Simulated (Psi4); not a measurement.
C₄H₆O₄Zn, charge -1, doublet, at the geometry of the source list (a state made from the parent by changing its charge; the spin is typed, not shown lowest) (a gas-phase anion, which may not be bound at this level). Base run: SVWN/6-31G run with Psi4.

Geometry (Å):
```xyz
15

Zn    -0.0124    -0.0029    -0.0026
C      0.1048     2.3097    -2.9583
C      0.0577     1.3767    -1.7838
O     -0.4704     0.2454    -1.8943
O      0.5363     1.7333    -0.6791
H      0.9756     2.9527    -2.8789
H      0.1161     1.7388    -3.8812
H     -0.7911     2.9271    -2.9357
C     -0.0795    -2.3038     2.9636
C     -0.0592    -1.3771     1.7835
O     -1.0105    -0.5862     1.5827
O      0.9079    -1.4010     0.9829
H      0.9372    -2.5126     3.2813
H     -0.6635    -1.8648     3.7661
H     -0.5490    -3.2355     2.6538
```
Charge -1, spin multiplicity 2.
Orbitals are unrestricted.
All else is at Psi4's defaults (density fitting, Cartesian functions).
Base energy -2231.34439 Eh.

Variants of this job, named by their change:

| change | ΔE vs base (µEh) | SCF cycles | grid points | basis functions | outcome |
|---|---|---|---|---|---|
| base | 0.0 | 57 | 320809 | 113 | converged |
| guess = core | - | - | - | 113 | not converged |
| e_convergence = 1e-8 | 0.0 | 61 | 320809 | 113 | converged |
| df_basis_scf = def2-universal-jkfit | - | - | - | 113 | not converged |
| dft_radial_scheme = multiexp | 67.2 | 59 | 335911 | 113 | converged |
| puream = false | 0.0 | 57 | 320809 | 113 | converged |
| diis_max_vecs = 15 | - | - | - | 113 | not converged |
| dft_pruning_scheme = treutler | - | - | - | 113 | not converged |

Open shells are given as the SCF converged; they aren't shown to be the lowest states, and a large step between rows can be another state.

A gas-phase anion may not be bound at this level; its values then depend on the basis.
